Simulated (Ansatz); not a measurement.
B$_{2}$H$_{8}$N$_{2}$, SMILES `[BH2-]1[NH2+][BH2-][NH2+]1`, relaxed with RKS PBE0-D4/def2-TZVP in Ansatz from a PBE-D4/def2-SVP geometry. The force threshold is 0.005 eV/Å; the program also tests the step.

Charge 0, multiplicity 1.

Start:

```xyz
12

B     0.046    0.813    0.760
N     0.039    0.791   -0.848
B    -0.048   -0.813   -0.760
N    -0.037   -0.791    0.848
H     1.104    1.242    1.208
H    -0.959    1.348    1.215
H     0.887    1.157   -1.292
H    -0.767    1.248   -1.286
H    -1.109   -1.238   -1.205
H     0.954   -1.351   -1.218
H    -0.883   -1.160    1.295
H     0.772   -1.246    1.283
```

```tsv
step	energy (eV)	largest force (eV/Å)	largest move (Å)
1	-4461.7009	0.564	0.000
2	-4461.7384	0.139	0.016
3	-4461.7421	0.033	0.010
4	-4461.7422	0.010	0.002
5	-4461.7422	0.008	0.001
6	-4461.7422	0.000	0.001
```

End:

```xyz
12

B     0.046    0.807    0.755
N     0.038    0.787   -0.843
B    -0.047   -0.807   -0.755
N    -0.037   -0.787    0.843
H     1.088    1.227    1.194
H    -0.942    1.333    1.202
H     0.876    1.146   -1.279
H    -0.759    1.234   -1.273
H    -1.091   -1.225   -1.191
H     0.939   -1.336   -1.204
H    -0.873   -1.147    1.281
H     0.762   -1.233    1.271
```

It took 66 s on 4 threads of an Intel Xeon on a shared host, with 0.37 GiB of host memory at the peak.
